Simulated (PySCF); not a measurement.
Isomers of C9H16, mass 124.125 u with the commonest isotopes. Level of theory: PBE0/pcSseg-1 in PySCF (dipole) on a GFN2-xTB geometry, gas phase. One conformer each, none proved a minimum here; rigid rotors.

Question: Order these by dipole moment, largest first.
A. `[CH3:1][CH2:2][C@@H:3]1[CH2:4][C@H:5]2[CH2:6][CH2:7][C@@H:8]1[CH2:9]2` with C1–C2–C3–C4 -68°
B. `CC(C)(C)CC#CCC`
C. `[CH:1]#[C:2][CH2:3][C@@H:4]([CH3:5])[CH2:6][CH:7]([CH3:8])[CH3:9]` with C2–C3–C4–C5 -66°, C3–C4–C6–C7 58°, C4–C6–C7–C8 180°

Answer: C (0.62 D), B (0.28 D), A (0.06 D).

Question: Order these by rotational constant B, smallest first.
A. `[CH2:1]=[CH:2][CH:3]([CH:4]=[CH2:5])[C:6]([CH3:7])([CH3:8])[CH3:9]` with C1–C2–C3–C4 -123°, C2–C3–C4–C5 121°
B. `[CH:1]#[C:2][CH2:3][C@@H:4]([CH3:5])[CH2:6][CH:7]([CH3:8])[CH3:9]` with C2–C3–C4–C5 -66°, C3–C4–C6–C7 58°, C4–C6–C7–C8 180°
C. `[CH3:1][CH2:2][C@@H:3]1[CH2:4][C@H:5]2[CH2:6][CH2:7][C@@H:8]1[CH2:9]2` with C1–C2–C3–C4 -68°
D. `[CH2:1]=[C:2]([CH3:3])/[CH:4]=[CH:5]\[C:6]([CH3:7])([CH3:8])[CH3:9]` with C1–C2–C4–C5 -70°
E. `CCC#CCC(C)(C)C`

Answer: E (733.7 MHz), D (990.7 MHz), B (1016 MHz), C (1163 MHz), A (1526 MHz).

Question: Order these by rotational constant C, smallest first.
A. `[CH3:1][CH2:2][C@@H:3]1[CH2:4][C@H:5]2[CH2:6][CH2:7][C@@H:8]1[CH2:9]2` with C1–C2–C3–C4 -68°
B. `CCC#CCC(C)(C)C`
C. `[CH2:1]=[C:2]([CH3:3])/[C:4]([CH3:5])=[C:6](\[CH3:7])[CH2:8][CH3:9]` with C1–C2–C4–C5 -106°, C4–C6–C8–C9 92°
D. `[CH2:1]=[C:2]([CH3:3])/[CH:4]=[CH:5]\[C:6]([CH3:7])([CH3:8])[CH3:9]` with C1–C2–C4–C5 -70°
E. `[CH2:1]1[CH2:2][CH2:3][CH:4]([CH:5]2[CH2:6][CH2:7]2)[CH2:8][CH2:9]1` with C3–C4–C5–C6 83°, C9–C1–C2–C3 -58°, C1–C2–C3–C4 56°, C2–C3–C4–C5 72°, C4–C5–C6–C7 109°
F. `[CH2:1]=[CH:2][CH:3]([CH:4]=[CH2:5])[C:6]([CH3:7])([CH3:8])[CH3:9]` with C1–C2–C3–C4 -123°, C2–C3–C4–C5 121°
G. `[CH:1]#[C:2][CH2:3][C@@H:4]([CH3:5])[CH2:6][CH:7]([CH3:8])[CH3:9]` with C2–C3–C4–C5 -66°, C3–C4–C6–C7 58°, C4–C6–C7–C8 180°

Answer: B (695.2 MHz), G (870.8 MHz), C (910.3 MHz), D (946.2 MHz), E (984.1 MHz), F (1027 MHz), A (1099 MHz).

| SMILES | point group | Ia (u·Å²) | Ib (u·Å²) | Ic (u·Å²) | κ | μa (D) | μb (D) | μc (D) |
| --- | --- | --- | --- | --- | --- | --- | --- | --- |
| C#CC[C@@H](C)CC(C)C | C1 | 238.90 | 497.33 | 580.34 | -0.77 | 0.35 | 0.48 | 0.16 |
| CCC#CCC(C)(C)C | Cs | 157.28 | 688.80 | 726.94 | -0.97 | 0.13 | 0.25 | 0.00 |
| CC[C@@H]1C[C@H]2CC[C@@H]1C2 | C1 | 152.15 | 434.62 | 459.81 | -0.94 | 0.01 | 0.03 | 0.05 |
| C=C(C)/C(C)=C(\C)CC | C1 | 202.40 | 487.74 | 555.16 | -0.84 | 0.26 | 0.24 | 0.42 |
| C=CC(C=C)C(C)(C)C | near Cs | 302.22 | 331.13 | 491.98 | 0.55 | 0.31 | 0.01 | 0.08 |
| C1CCC(C2CC2)CC1 | Cs | 169.41 | 441.43 | 513.56 | -0.84 | 0.08 | 0.00 | 0.03 |
| C=C(C)/C=C\C(C)(C)C | C1 | 185.52 | 510.12 | 534.14 | -0.95 | 0.05 | 0.26 | 0.20 |
